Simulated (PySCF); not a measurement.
## `C(F)(F)(F)c1cccc[o+]1`, [C₆H₄F₃O]+, charge +1

Geometry (Å), atoms numbered from 1 in this order:
```xyz
14

F     2.583    0.250   -1.356
C     2.214   -0.067   -0.119
F     2.712    0.845    0.709
F     2.704   -1.252    0.191
C     0.674   -0.063   -0.025
C    -0.076    1.079   -0.220
C    -1.465    0.967   -0.116
C    -2.024   -0.276    0.176
C    -1.171   -1.350    0.349
O     0.124   -1.222    0.248
H     0.407    2.021   -0.443
H    -2.094    1.836   -0.260
H    -3.092   -0.409    0.266
H    -1.496   -2.360    0.579
```

Total charge +1.

Computed, not measured: TDDFT BHandHLYP/def2-SVPD excited states, vertical, gas phase (PySCF 2.14.0). Geometry: GFN2-xTB.

Problem. Give the one- and two-photon strengths of the lowest singlets.

Solution. δ for parallel linear polarisation; σ at the peak of a Lorentzian of half width 0.1 eV, single beam; Ω is circular over linear.
```
state  E (eV)      f  photon λ (nm)  δ (au)  σ (GM)     Ω                                main
   S1    5.31  0.186            467    7.32    0.08  1.01                      HOMO→LUMO 0.95
   S2    6.42  0.002            386    79.8    1.20  1.07  HOMO−1→LUMO 0.60, HOMO→LUMO+1 0.39
   S3    6.57  0.004            378    0.97    0.01  1.50  HOMO−2→LUMO 0.80, HOMO−3→LUMO 0.16
   S4    7.39  0.000            335    2.89    0.06  1.49  HOMO−3→LUMO 0.76, HOMO−2→LUMO 0.12
   S5    7.56  0.539            328    7.92    0.17  0.72  HOMO→LUMO+1 0.58, HOMO−1→LUMO 0.38
```

Among these, the strongest one-photon state is S5, the strongest two-photon state S2.
